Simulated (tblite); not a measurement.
3-fluorobenzoyl chloride, C7H4ClFO.
SMILES with atom numbers: `[O:1]=[C:2]([Cl:3])[c:4]1[cH:5][cH:6][cH:7][c:8]([F:9])[cH:10]1` (hydrogens: H11 on C5; H12 on C6; H13 on C7; H14 on C10)

Structure used (GFN2-xTB), in Å, numbered top down from 1:
```
atom  x, y, z in Å
O1     2.9138    1.2456   -0.2550
C2     2.3150    0.2526    0.0097
Cl3    3.2209   -1.1978    0.4630
C4     0.8564    0.0821    0.0054
C5     0.0918    1.1996   -0.3434
C6    -1.2874    1.1219   -0.3707
C7    -1.9259   -0.0655   -0.0525
C8    -1.1552   -1.1643    0.2910
F9    -1.7719   -2.3179    0.6001
C10    0.2247   -1.1169    0.3269
H11    0.6012    2.1184   -0.5893
H12   -1.8718    1.9875   -0.6403
H13   -3.0009   -0.1515   -0.0662
H14    0.7886   -1.9942    0.5991
```

Computed values, GFN2-xTB/tblite, gas phase, harmonic and unscaled. Against measured fundamentals such values can be off by several per cent, at times by over 20. One conformer, not necessarily the lowest.

Q: How many normal modes are there?

A: 14 atoms, non-linear: 3N − 6 = 36.

Q: What is the point group of the computed structure, and how do the modes divide by symmetry?

A: Cs. The vibrations span 25 a′ + 11 a″.

Q: How many distinct wavenumbers does the calculation give?

A: 36: Cs has no degenerate species.

Q: How many fundamentals are allowed in the infrared by symmetry?

A: 36 of 36: in Cs every mode is allowed. All fundamentals are allowed in the Raman spectrum.

Q: Which of the modes above 1550 cm⁻¹ are stretches that can be named?

A: C=O 1788; aromatic C–H 3100, 3109, 3116, 3121; not assigned to one kind of bond 1577, 1587 cm⁻¹.

Q: Treat the C=O stretch at 1788 cm⁻¹ as a diatomic oscillator. What force constant follows?

A: With μ = 6.856 u, k = μ(2πcν̃)² = 1291 N/m; the bond's atoms carry 99 % of the mode, and this is an estimate.

Q: Convert 1787.9 cm⁻¹, one of the modes, to μm, THz, fs a period, meV and kJ/mol.

A: 5.593 μm, 53.6 THz, 18.7 fs, 221.7 meV or 21.39 kJ/mol.

Q: How are the modes spread over the spectrum?

A: 3 under 200 cm⁻¹; 8 from 200 to 600 cm⁻¹; 10 from 600 to 1000 cm⁻¹; 8 from 1000 to 1550 cm⁻¹; 3 from 1550 to 2000 cm⁻¹; 4 above 2600 cm⁻¹.
